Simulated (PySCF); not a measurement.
Compound: C2H13NOSi3.
Cartesian coordinates in Å at the PBE0-D3(BJ)/def2-SVP level; atoms count from 1:
```
atom  x, y, z in Å
C1    -2.9578    0.5403    0.0849
N2    -2.3463   -0.3333   -0.8884
Si3   -1.4526   -1.7666   -0.4784
C4     0.1159   -1.2560    0.4190
Si5    0.8507    0.2859   -0.3486
O6     2.3928    0.5393    0.2322
Si7    4.0081    0.2923   -0.0060
H8    -2.3303    0.5960    0.9891
H9    -3.9666    0.2192    0.4108
H10   -3.0409    1.5713   -0.2976
H11   -2.8108   -0.3271   -1.7895
H12   -1.1197   -2.4200   -1.7805
H13   -2.2172   -2.7530    0.3600
H14    0.8487   -2.0797    0.3598
H15   -0.0743   -1.0761    1.4905
H16    0.0541    1.4934    0.0056
H17    0.9208    0.1341   -1.8356
H18    4.4366    0.8356   -1.3317
H19    4.3325   -1.1678    0.0352
H20    4.7625    0.9865    1.0763
```

Computed, not measured: TDDFT CAM-B3LYP/def2-SVPD, vertical, gas phase, core orbitals frozen in the response in PySCF.

```tsv
state	E (eV)	E (hartree)	f	|μ| (D)	main configurations (H = HOMO, L = LUMO)
S1	5.99	0.2202	0.0023	0.32	H→L+1 (79%), H→L+2 (13%)
S2	6.62	0.2433	0.0045	0.42	H→L (57%), H→L+3 (14%), H→L+4 (9%)
S3	7.19	0.2644	0.018	0.81	H-1→L (36%), H→L+3 (19%), H→L+2 (10%)
S4	7.33	0.2693	0.020	0.85	H→L+4 (31%), H→L+6 (25%), H→L+3 (17%)
S5	7.36	0.2707	0.0038	0.37	H→L+6 (26%), H-1→L (24%), H→L+9 (16%)
S6	7.46	0.2740	0.028	1.00	H→L+4 (35%), H→L+6 (31%)
```

The lowest singlet comes at 207 nm (578 kJ/mol) in the ultraviolet; it is very weak; its leading configuration is HOMO→LUMO+1 (79%). The most intense listed level is S6 at 7.46 eV (166 nm, f = 0.028), 1.46 eV above S1. It is the last of those listed, so stronger ones may follow. Löwdin shares by element: HOMO nitrogen 55%, carbon 11% or more, silicon 9% or more, hydrogen 6% or more (atoms not listed hold the other 20%); LUMO silicon 44% or more, oxygen 9%, hydrogen 7% or more (atoms not listed hold the other 40%). The listed states span 1.46 eV, and the widest gap between neighbours is 0.63 eV (S1 to S2). Weighted by f, the mean energy of these states is 7.26 eV. Of the 6 states listed, 3 reach f = 0.01 and none stays under 0.0005. No computed singlet lies in the visible range (380 to 750 nm); the lowest, at 207 nm, stands 2.73 eV above its violet end (3.26 eV). Singlets were solved by full linear response.

One conformer stands for the species.
